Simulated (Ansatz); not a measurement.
Consider the ligand exchange at a B–N bond: `O=C=NBCl` + H₂Se → `ClB[SeH]` + `N=C=O`.

Program: Ansatz. Geometries: PBE0-D4/def2-TZVP. ΔE: electronic, gas phase. CBS: MP2 limit from def2 TZ/QZ plus the TZ coupled-cluster correction, frozen cores. This one scheme is used for every species. Functionals use def2-TZVPP. For Se outer-core shells are correlated without core-valence functions, which leaves a few kJ/mol of doubt a bond. Scalar relativity is left out up to krypton. Each species was taken in one conformer, which may not be the lowest.

CCSD(T)/CBS gives +28.2 kJ/mol.

Problem. Another level gave +30.7 kJ/mol. Which?
A. BLYP-D4/def2-TZVPP
B. BHLYP-D4/def2-TZVPP
C. CCSD(T)/def2-TZVPP
D. HF/def2-TZVPP

Solution. C. CCSD(T)/def2-TZVPP 30.7, BLYP-D4 36.4, BHLYP-D4 42.0, HF/def2-TZVPP 51.1 kJ/mol.

Largest T1 diagnostic among the species: 0.018.

From PBE to PBE0 (25 % exact exchange), in def2-TZVPP and without D4, ΔE moves by +3.2 kJ/mol. At CCSD(T), def2-SVP lies +18.0 kJ/mol from the extrapolated value and def2-TZVPP +2.6 kJ/mol. Leaving LDA and LC-ωPBE aside and taking each functional with its dispersion term where it has one, the values, not all of them listed here, spread over 15.2 kJ/mol, from PBE-D4 to CAM-B3LYP-D4. LDA lies +3.9 kJ/mol from PBE without D4.
